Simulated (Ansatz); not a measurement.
`[CH3][In]([F])[SH]` + HBr → `[CH3][In]([SH])[Br]` + H–F  (ligand exchange at the In–F bond)

Calculated with Ansatz (gas phase, PBE0-D4/def2-TZVP geometries, no zero-point term in ΔE). CCSD(T)/CBS is the MP2 limit (def2-TZVPP, def2-QZVPP) plus CCSD(T) − MP2 in def2-TZVPP, frozen cores. This one scheme is used for every species. DFT in def2-TZVPP. B3LYP here is the variant with VWN-RPA as its local correlation; programs differ in this. HSE06 is defined as in plane-wave codes. def2 core potentials past Kr. For Br, In outer-core shells are correlated without core-valence functions, which leaves a few kJ/mol of doubt a bond. Scalar relativity is left out up to krypton. Each species was taken in one conformer, which may not be the lowest.

```tsv
level	ΔE (kJ/mol)	difference from CCSD(T)/CBS
LDA (SPW92)	-68.5	8.7
PBE-D4	-66.6	10.6
BLYP-D4	-58.4	18.8
r2SCAN-D4	-67.7	9.5
B3LYP-D4	-68.2	9.0
r2SCANh-D4	-72.1	5.1
r2SCAN0-D4	-78.1	-0.9
HSE06-D4	-78.9	-1.7
BHLYP-D4	-79.0	-1.8
CAM-B3LYP-D4	-63.3	13.9
ωB97X-V	-66.4	10.8
ωB97M-V	-70.3	6.9
B2PLYP	-68.0	9.2
PBE-QIDH	-82.1	-4.9
PBE	-63.0	14.2
revPBE	-61.4	15.8
BLYP	-51.9	25.3
r2SCAN	-66.8	10.4
B3LYP	-62.3	14.9
r2SCANh	-71.0	6.2
r2SCAN0	-76.8	0.4
HSE06	-75.5	1.7
BHLYP	-71.6	5.6
CAM-B3LYP	-59.4	17.8
LC-ωPBE	-62.1	15.1
RPA@PBE/def2-TZVPP	-67.2	10.0
HF/def2-SVP	-74.6	2.6
CCSD/def2-SVP	-64.4	12.8
CCSD(T)/def2-SVP	-63.9	13.3
HF/def2-TZVPP	-80.7	-3.5
MP2/def2-TZVPP	-82.4	-5.2
SCS-MP2/def2-TZVPP	-75.3	1.9
CCSD/def2-TZVPP	-75.7	1.5
CCSD(T)/def2-TZVPP	-75.1	2.1
HF/def2-QZVPP	-78.1	-0.9
MP2/def2-QZVPP	-82.7	-5.5
SCS-MP2/def2-QZVPP	-75.5	1.7
HF/CBS(def2)	-77.8	-0.6
MP2/CBS(def2)	-84.5	-7.3
CCSD/CBS(def2)	-77.8	-0.6
CCSD(T)/CBS	-77.2	0
```

Largest T1 diagnostic among the species: 0.014.

Leaving LDA and LC-ωPBE aside and taking each functional with its dispersion term where it has one, the values spread over 23.7 kJ/mol, from PBE-QIDH to BLYP-D4. LDA lies −5.5 kJ/mol from PBE without D4. From r2SCAN to r2SCAN0 (25 % exact exchange), in def2-TZVPP and without D4, ΔE moves by −10.0 kJ/mol. The D4 term adds −5.9 kJ/mol with B3LYP and −3.4 kJ/mol with PBE0; it sums over pairs of atoms, weighted by their polarisabilities, and B3LYP, whose exchange is more repulsive, gets the larger term.

CCSD(T)/CBS has its own doubt, a few kJ/mol and more with outer-core shells, so smaller differences from it don't rank the levels.
